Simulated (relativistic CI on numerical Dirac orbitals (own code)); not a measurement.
# Rb¹³⁺: q coefficients and field-shift factors

Computed by Dirac-Coulomb-Breit CI, orbitals from a KLI potential per configuration, derivatives by finite differences, unscaled Slater integrals, QED left out (own radial code, finite nucleus).

CI space (outside the closed core [Ne]): 3s2 3p6 3d6, 3s2 3p5 3d7, 3s2 3p4 3d8, 3s 3p6 3d7, 3s2 3p6 3d5 4s, 3p6 3d8, 3s2 3p6 3d5 4p, 3s 3p5 3d8. Levels of other configurations are missing.

With x = (α/α₀)² − 1 an excitation energy changes as ω = ω₀ + qx; K = 2q/ω₀ is the relative enhancement. Terms are leading LS components, so labels can repeat. The field-shift factor is F = δν/δ⟨r²⟩ for the transition from the lowest level.

Lowest level 3s2 3p6 3d6 5D_4.

```
           Level  ω₀ (cm⁻¹)  q (cm⁻¹)       K  F (GHz/fm²)
3s2 3p6 3d6 5D_3     6908.8      7765    2.25       0.0397
3s2 3p6 3d6 5D_2    10110.3      9023    1.78       0.0468
3s2 3p6 3d6 5D_1    12616.1     11860    1.88       0.0615
3s2 3p6 3d6 5D_0    13706.1     12680    1.85       0.0661
3s2 3p6 3d6 3P_2    51877.8      2511  0.0968       0.0202
3s2 3p6 3d6 3F_4    56040.1     -4430  -0.158       0.0384
3s2 3p6 3d6 3H_6    59861.4      3112   0.104       0.0896
3s2 3p6 3d6 3H_5    61124.3      2600  0.0851       0.0857
3s2 3p6 3d6 3F_3    64763.6      6468     0.2       0.0811
3s2 3p6 3d6 3F_2    66825.6      7690    0.23       0.0811
3s2 3p6 3d6 3H_4    67524.6     11900   0.353        0.122
3s2 3p6 3d6 3P_1    70539.2     21060   0.597        0.116
3s2 3p6 3d6 3P_0    71224.2     13680   0.384       0.0996
3s2 3p6 3d6 3G_5    76652.3     12630    0.33         0.14
3s2 3p6 3d6 3G_4    80650.3     13130   0.326        0.144
3s2 3p6 3d6 3G_3    82713.8     16450   0.398        0.156
3s2 3p6 3d6 3D_2    89532.4      5713   0.128        0.106
3s2 3p6 3d6 3D_1    92117.7     10220   0.222        0.133
3s2 3p6 3d6 3D_3    92697.7      9390   0.203        0.132
3s2 3p6 3d6 1I_6    94594.4     11110   0.235        0.171
3s2 3p6 3d6 1G_4    97554.3     20380   0.418        0.195
3s2 3p6 3d6 1S_0   107087.6     22990   0.429        0.198
3s2 3p6 3d6 1D_2   109432.9     16360   0.299        0.123
```

At this charge energies of transitions that change n are usually good to better than 1 %, and those within a shell (Δn = 0) to a few per cent. Terms inside the open d or f shell come out 10 to 20 % too wide with unscaled integrals.
